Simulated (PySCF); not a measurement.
# RbGe⁺: input and log

State: triplet, unpaired electrons π ↑↑, a second solution, started from another occupation.

An equivalent input (the run itself took its basis sets from the Basis Set Exchange, started from a PBE0 density and held the occupation σ 9α 9β, πx 5α 4β, πy 5α 4β, δx 1α 1β, δy 1α 1β):

```python
from pyscf import gto, dft
mol = gto.M(atom='Rb 0 0 0; Ge 0 0 3.916', basis={'Rb': 'def2-SVP', 'Ge': 'def2-SVP'}, ecp={'Rb': 'def2-SVP'},
            charge=1, spin=2, verbose=4, symmetry='C2v')
mf = dft.UKS(mol, xc='PBE0')
mf.grids.atom_grid = (80, 434)
mf.grids.prune = dft.gen_grid.treutler_prune
mf.irrep_nelec = {'A1': (10, 10), 'A2': (1, 1), 'B1': (5, 4), 'B2': (5, 4)}
mf.conv_tol = 1e-9
mf.max_cycle = 60
mf.diis_space = 10
mf.kernel()
```

The log (some set-up lines and the per-cycle HOMO/LUMO lines removed):

```
******** <class 'pyscf.dft.uks_symm.SymAdaptedUKS'> ********
method = SymAdaptedUKS
damping factor = 0
level_shift factor = 0
DIIS = <class 'pyscf.scf.diis.CDIIS'>
diis_start_cycle = 1
diis_space = 10
diis_damp = 0
SCF conv_tol = 1e-09
SCF conv_tol_grad = None
SCF max_cycles = 60
number electrons alpha = 21  beta = 19
Set gradient conv threshold to 3.16228e-05
init E= -2100.31767163705
cycle= 1 E= -2100.31862132251  delta_E= -0.00095  |g|= 0.000769  |ddm|= 0.00652
cycle= 2 E= -2100.31862167936  delta_E= -3.57e-07  |g|= 0.000575  |ddm|= 0.00264
cycle= 3 E= -2100.31862200664  delta_E= -3.27e-07  |g|= 6.63e-05  |ddm|= 0.001
cycle= 4 E= -2100.31862200753  delta_E= -8.97e-10  |g|= 1.63e-05  |ddm|= 4.48e-05
Extra cycle  E= -2100.31862200765  delta_E= -1.15e-10  |g|= 1.66e-05  |ddm|= 4.25e-05
converged SCF energy = -2100.31862200765  <S^2> = 2.003454  2S+1 = 3.0023018
```

A point of this curve took 0.67 CPU seconds beside 0.15 for the integrals, on Arm Neoverse V2 (shared host).

Spin–orbit coupling is left out.
